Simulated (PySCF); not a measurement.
Partial charges of `CN[Si@H](N)[SiH2]C#N`

C2H9N3Si2.
Geometry (GFN2-xTB, Å), atoms numbered from 1 in this order:
```xyz
16
C2H9N3Si2 angstrom
C     -1.966   -1.602   -0.210
N     -1.520   -0.294   -0.619
Si    -0.280    0.562    0.214
N     -0.124    2.000   -0.728
Si     1.830   -0.400    0.218
C      2.974    0.703    1.200
N      3.633    1.419    1.807
H     -2.012   -1.632    0.876
H     -1.296   -2.404   -0.546
H     -2.963   -1.802   -0.606
H     -1.572   -0.176   -1.619
H     -0.832    0.724    1.576
H     -0.963    2.508   -0.958
H      0.601    2.651   -0.475
H      2.547   -0.556   -1.057
H      1.935   -1.692    0.915
```

Density: PBE0/pcSseg-1 (PySCF); schemes: Mulliken, IAO, Hirshfeld and ESP-fitted. The structure is a single GFN2-xTB conformer in the gas phase; no vibrational or solvent corrections.

Atoms with like bonding are taken together and averaged. Which atoms carry the highest charge in the Mulliken, IAO, Hirshfeld and ESP-fitted schemes?

All schemes agree: Mulliken Si3 (+0.727); IAO Si3 (+0.921); Hirshfeld Si3 (+0.347); ESP-fitted Si3 (+0.613).

Do the Mulliken, IAO, Hirshfeld and ESP-fitted schemes agree on where the charge is lowest?

The schemes don't all agree: Mulliken N2 (-0.677); IAO N4 (-0.841); Hirshfeld N4 (-0.315); ESP-fitted N4 (-1.082).

Tabulate the Mulliken, IAO, Hirshfeld and ESP-fitted charges.

In e; atoms taken as equivalent share a row and are averaged (×n: the atom named and its like, n in all):

| atom | environment | Mulliken | IAO | Hirshfeld | ESP-fitted |
| --- | --- | --- | --- | --- | --- |
| C1 | N-methyl carbon | -0.103 | -0.298 | -0.069 | -0.271 |
| N2 | silicon-bound nitrogen | -0.677 | -0.676 | -0.245 | -0.564 |
| Si3 | SiH silicon | +0.727 | +0.921 | +0.347 | +0.613 |
| N4 | silicon-bound nitrogen | -0.636 | -0.841 | -0.315 | -1.082 |
| Si5 | SiH2 silicon | +0.341 | +0.374 | +0.270 | +0.236 |
| C6 | cyano carbon | -0.205 | -0.146 | -0.040 | +0.169 |
| N7 | cyano nitrogen | -0.212 | -0.212 | -0.213 | -0.400 |
| H8/H9/H10 | methyl hydrogen | +0.113 | +0.136 | +0.041 | +0.120 |
| H11 | N–H hydrogen | +0.193 | +0.259 | +0.115 | +0.353 |
| H12 | Si–H hydrogen | -0.084 | -0.158 | -0.088 | -0.118 |
| H13/H14 | N–H hydrogen | +0.198 | +0.267 | +0.119 | +0.412 |
| H15 | Si–H hydrogen | -0.033 | -0.078 | -0.059 | -0.046 |
| H16 | Si–H hydrogen | -0.044 | -0.086 | -0.065 | -0.075 |

Mean size of the charges over all atoms: ESP-fitted 0.320 e, IAO 0.312 e, Mulliken 0.249 e, Hirshfeld 0.137 e. Each set sums to the total charge, 0, to within 0.001 e. The ESP scheme is a least-squares fit of atom-centred charges to the potential on four shells outside the van der Waals surface, with the total charge fixed.

Some averages cover members that differ in this geometry: H8/H9/H10, IAO +0.118 to +0.146; H8/H9/H10, ESP-fitted +0.107 to +0.132 e.

How many electrons does the ESP-fitted scheme count on N7?

Z − q = 7 − (-0.400) = 7.400.

How closely do the schemes follow one another over all atoms?

Correlation coefficient and root-mean-square difference: Mulliken with IAO 0.98, 0.096 e; IAO with Hirshfeld 0.96, 0.246 e; Mulliken with Hirshfeld 0.95, 0.177 e; IAO with ESP-fitted 0.93, 0.153 e; Hirshfeld with ESP-fitted 0.91, 0.266 e; Mulliken with ESP-fitted 0.90, 0.187 e.

The run behind these numbers computed NMR shieldings as well. The run took 46 s wall on Arm Neoverse N1, one thread, on a shared host, and the process peaked at 0.81 GiB of memory.
